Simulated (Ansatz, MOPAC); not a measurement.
Species: GaH$_{2}$ (charge +1, singlet). SMILES: [GaH2+]

Atoms: Ga1, H2, H3. Bonds: Ga1-H2, Ga1-H3.

Bond lengths (Å) and angles (degrees) optimised at PM6 with MOPAC; PM7 with MOPAC; PBE/6-31G* with LANL2DZ past Ar with Ansatz (a quantum-chemistry and plane-wave program); B3LYP/LANL2DZ with Ansatz, each started from the B3LYP-D3(BJ)/def2-TZVP structure (Ansatz) of the last column. A row stands for all coordinates that are equal there. 6-31G* holds six Cartesian d functions. No wavenumbers were computed at PBE/6-31G* with LANL2DZ past Ar, B3LYP/LANL2DZ, so these may be saddle points.

| coordinate | PM6 | PM7 | PBE/6-31G* with LANL2DZ past Ar | B3LYP/LANL2DZ | B3LYP-D3(BJ)/def2-TZVP |
|---|---|---|---|---|---|
| Ga1-H2 | 1.496 | 1.526 | 1.566 | 1.547 | 1.529 |
| H2-Ga1-H3 | 180.0 | 180.0 | 180.0 | 180.0 | 180.0 |

Mean signed difference of all 2 bond lengths from B3LYP-D3(BJ)/def2-TZVP: PM6 -0.033 Å, PM7 -0.004 Å, PBE/6-31G* with LANL2DZ past Ar 0.037 Å, B3LYP/LANL2DZ 0.017 Å.
